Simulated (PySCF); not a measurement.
Ligands exchanged one at a time, In OH-SH. Isolated molecules, 0 K electronic values unless said otherwise. One relaxed conformer stands for each flexible species; it need not be the lowest. Strings in code marks are SMILES.

The numbers are results of CAM-B3LYP-D3(BJ)/def2-TZVP (PySCF), not measurements. Excitations are Tamm–Dancoff values on a coarser integration grid. The basis has no diffuse functions, so Rydberg states are missing or too high.

| species | S1 excitation (TDA) (eV) | S1 oscillator strength | HOMO–LUMO gap (eV) | LUMO (eV) |
|---|---|---|---|---|
| 1 of 3 OH replaced by SH | 4.83 | … | 8.31 | -0.90 |
| 2 of 3 OH replaced by SH (`[OH][In]([SH])[SH]`) | … | … | 8.15 | -0.79 |
| 3 of 3 OH replaced by SH (`[In]([SH])([SH])[SH]`) | 4.81 | 0.000 | 8.11 | -0.79 |

Q: Some entries are withheld; supply them.

A: 
- 1 of 3 OH replaced by SH, S1 oscillator strength: 0.009
- 2 of 3 OH replaced by SH (`[OH][In]([SH])[SH]`), S1 excitation (TDA) (eV): 4.77
- 2 of 3 OH replaced by SH (`[OH][In]([SH])[SH]`), S1 oscillator strength: 0.000
